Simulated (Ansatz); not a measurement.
System: C5H11O, charge 0, multiplicity 2. It need not be the lowest isomer of its formula. 
Structure (B3LYP-D3(BJ)/def2-TZVP (Ansatz, a program for electronic structure) minimum search):
SMILES: CCC[C@H](C)[O]
```xyz
17

C     -2.6971    -0.6261    -0.3726
C     -1.4918     0.0463     0.2780
C     -0.2046    -0.1568    -0.5122
C      1.0406     0.4303     0.1735
C      2.2942     0.4112    -0.7071
O      1.2630    -0.0950     1.4159
H     -2.5471    -1.7053    -0.4539
H     -3.6058    -0.4603     0.2086
H     -2.8712    -0.2404    -1.3802
H     -1.3490    -0.3406     1.2892
H     -1.6833     1.1197     0.3828
H     -0.2972     0.2920    -1.5059
H     -0.0257    -1.2258    -0.6683
H      0.8130     1.4935     0.4159
H      3.1374     0.8494    -0.1742
H      2.1291     0.9673    -1.6312
H      2.5473    -0.6180    -0.9681
```
Charge 0, spin multiplicity 2.

Total electronic energies in hartree. Valence correlation only, unless marked. Open shells are spin-unrestricted. Spin-orbit coupling is left out. No relativistic terms. CBS(X,Y): correlation extrapolated as X^-3; Hartree-Fock from the larger set. [CCSD(T)-MP2]/basis is that difference in the basis named.

```
level                                                     program  energy (Eh)
-------------------------------------------------  --------------  -----------
RI-HF/cc-pVQZ                                              Ansatz   -270.68334
PBE-D4/def2-TZVPD                                  Ansatz + dftd4          [?]
PBE0/def2-TZVP                                             Ansatz   -272.09064
BHLYP-D3(BJ)/def2-TZVPD                            Ansatz + dftd3   -272.27065
r2SCANh-D4/def2-TZVPD                              Ansatz + dftd4          [?]
HSE06-D3(BJ)/def2-TZVPD                            Ansatz + dftd3          [?]
CAM-B3LYP-D4/def2-TZVPD                            Ansatz + dftd4   -272.28499
RI-MP2/cc-pVTZ                                             Ansatz   -271.73074
RI-MP2/CBS(cc-pVTZ,cc-pVQZ)+[CCSD(T)-MP2]/cc-pVTZ          Ansatz    -271.9835
```

Problem. Some entries are withheld; supply them.

Solution. 
- PBE-D4/def2-TZVPD, energy (Eh): -272.06523
- r2SCANh-D4/def2-TZVPD, energy (Eh): -272.24801
- HSE06-D3(BJ)/def2-TZVPD, energy (Eh): -272.08338
